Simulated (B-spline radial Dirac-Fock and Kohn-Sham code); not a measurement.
Relativistic shifts of the levels of Au⁵⁷⁺

System: the Au⁵⁷⁺ ion, [Ar] 3d4.

Both columns are ΔSCF binding energies of the configuration average from a B-spline atomic structure program: non-relativistic Hartree-Fock with a point nucleus, and Dirac-Fock with a finite nucleus and the Coulomb interaction alone, averaged over the two j levels with weights 2j+1.

| shell | Hartree-Fock (eV) | Dirac-Fock (eV) | shift (eV) | shift (%) |
| --- | --- | --- | --- | --- |
| 1s | 77492.0 | 85157.4 | +7665.37 | +9.89 |
| 2s | 16176.9 | 18301.8 | +2124.90 | +13.14 |
| 2p | 15706.7 | 16464.1 | +757.41 | +4.82 |
| 3s | 6281.4 | 6898.6 | +617.14 | +9.82 |
| 3p | 6073.5 | 6338.4 | +264.90 | +4.36 |
| 3d | 5762.9 | 5790.6 | +27.70 | +0.48 |

Relativity binds 1s, 2s, 2p, 3s, 3p, 3d more strongly, among those listed most of all 2s in relative terms.

Values without a named source are computed, but for edge energies of neutral atoms, which are taken from tables.
